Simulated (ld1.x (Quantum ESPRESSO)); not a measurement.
# Building the TM potential for Cu (PW91, fully relativistic).

copper, norm-conserving Troullier–Martins (Kleinman–Bylander form), made with ld1.x (Quantum ESPRESSO) 7.5 (PW91, fully relativistic). Core [Ne], reference 3s2 3p6 3d9 4s0 4p0 (charge +2). Waves: 3s (bound): rc 0.75 bohr; 3p (bound): rc 1.10 bohr; 3d (bound): rc 0.80 bohr. Local part: the d channel. Core correction: none.

Open shells are filled in proportion to 2j + 1 (rel_dist='average').

All-electron outer shells of the reference configuration (PW91, scalar-relativistic, ld1.x):

```json
{"shell": "2p", "level (eV)": "-943.15", "outermost node (bohr)": "–", "outermost maximum (bohr)": "0.16"}
{"shell": "3s", "level (eV)": "-140.32", "outermost node (bohr)": "0.29", "outermost maximum (bohr)": "0.61"}
{"shell": "3p", "level (eV)": "-97.70", "outermost node (bohr)": "0.26", "outermost maximum (bohr)": "0.62"}
{"shell": "3d", "level (eV)": "-29.74", "outermost node (bohr)": "–", "outermost maximum (bohr)": "0.60"}
{"shell": "4s", "level (eV)": "-22.46", "outermost node (bohr)": "0.88", "outermost maximum (bohr)": "1.95"}
{"shell": "4p", "level (eV)": "-15.51", "outermost node (bohr)": "0.95", "outermost maximum (bohr)": "2.39"}
```

Task: What does a ghost test show?

Result: No extra level below or beside the all-electron valence levels (s, p1/2, p3/2, d3/2, d5/2, f tested).

Task: Tests: 3s2 3p6 3d10 4s1 4p0; 3s2 3p6 3d10 4s0 4p0; 3s2 3p6 3d8 4s0 4p0; 3s2 3p6 3d9 4s1 4p0; 3s2 3p6 3d10 4s0.5 4p0; 3s2 3p6 3d9 4s1 4p1; 3s2 3p6 3d7 4s0 4p0. Which has the largest error in its energy relative to the reference configuration, and how large is it?

Result: 3s2 3p6 3d9 4s1 4p0, with +963 meV (all-electron minus pseudo) on -17.97 eV.
